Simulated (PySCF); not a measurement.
C₄H₅F, SMILES C(#C)[C@@H](F)C. Geometry optimised at PBE-D3(BJ)/def2-SVP. The structure was generated by enumeration; whether it is a known compound was not checked.

These are PBE-D3(BJ)/def2-SVP (PySCF) values and carry that method's errors.

Harmonic wavenumbers (cm⁻¹): 174, 212, 261, 375, 520, 558, 643, 690, 804, 903, 1031, 1075, 1111, 1285, 1302, 1336, 1403, 1416, 2167, 2945, 2987, 3089, 3093, 3406. Rotational constants (GHz): 8.742, 3.796, 2.855; symmetry number 1.

**Question.** Work out the zero-point energy and the ideal-gas rigid-rotor harmonic-oscillator thermochemistry at 298.15 K and 1 atm.

**Answer.** ZPE = ½ Σ hcν = ½ × 32785 cm⁻¹ = 46.87 kcal/mol. H − E(el) = 51.04 kcal/mol. Entropy in cal/(mol K): translation 38.74, rotation 25.63, vibration 9.65, total 74.02. G − E(el) = 28.97 kcal/mol. Cp = 21.74 cal/(mol K).
